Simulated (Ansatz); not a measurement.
A run for Ansatz (a program for electronic structure): R-RI-MP2/aug-cc-pV(Q+d)Z on NH3 (SMILES N). The basis file is the Basis Set Exchange's JSON of that set.

Ansatz 0.2 input:
```yaml
crystal:
  periodic: [false, false, false]
  atoms:
    - {symbol: N, position_ang: [0.00000000, -0.00002415, 0.27913905]}
    - {symbol: H, position_ang: [-0.00000000, 0.94278031, -0.09301934]}
    - {symbol: H, position_ang: [0.81649461, -0.47142808, -0.09300986]}
    - {symbol: H, position_ang: [-0.81649461, -0.47142808, -0.09300986]}
basis:
  gaussian:
    orbitals: aug-cc-pV_Q+d_Z.json
    fitting: {mean_field: def2-universal-JKFIT, correlation: aug-cc-pVQZ-RIFIT.json}
magnetization: {spin_polarized: false}
correlation: {method: mp2, electrons: outside_noble_gas}
scf: {lower_state_search: off}
```

### Question
What total energy does the run end on?

### Answer
-56.4777 hartree.
